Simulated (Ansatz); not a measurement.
Start from `C=C[Se]CC` and change one atom or group to get `C=C[Se]CO`.

Ansatz, PBE0-D4/def2-TZVP geometries, multiplicity 1. Each molecule was computed in one conformer, which needn't be the lowest.

Scalar relativity is left out up to krypton. Spin–orbit coupling is left out; it splits and shifts lone-pair levels of the heavy atoms by tenths of an eV.

```
                                      property  `C=C[Se]CC`
       HOMO–LUMO gap (ωB97M-V/def2-TZVPP) / eV        10.24
          HOMO–LUMO gap (PBE0/def2-TZVPP) / eV         6.13
size of the dipole moment (PBE/def2-TZVPP) / D         1.17
           LUMO energy (B3LYP/def2-TZVPP) / eV        -0.11
             HOMO energy (PBE/def2-TZVPP) / eV        -5.00
            LUMO energy (PBE0/def2-TZVPP) / eV         0.11
```

Question: Give the same properties after the change, and the shifts. (Estimate.)

Answer: Computed: 
```csv
property,`C=C[Se]CO`,shift
HOMO–LUMO gap (ωB97M-V/def2-TZVPP) / eV,10.10,-0.14
HOMO–LUMO gap (PBE0/def2-TZVPP) / eV,5.96,-0.17
size of the dipole moment (PBE/def2-TZVPP) / D,1.59,0.42
LUMO energy (B3LYP/def2-TZVPP) / eV,-0.62,-0.51
HOMO energy (PBE/def2-TZVPP) / eV,-5.28,-0.28
LUMO energy (PBE0/def2-TZVPP) / eV,-0.40,-0.51
```

With PBE0 the HOMO falls by 0.34 eV and the LUMO falls by 0.51 eV, so the gap narrows by about 0.17 eV. PBE moves the HOMO by -0.28 eV and ωB97M-V by -0.36 eV. Dipoles are sizes alone; their direction can turn.

B3LYP here is the variant with VWN-RPA as its local correlation; programs differ in this.
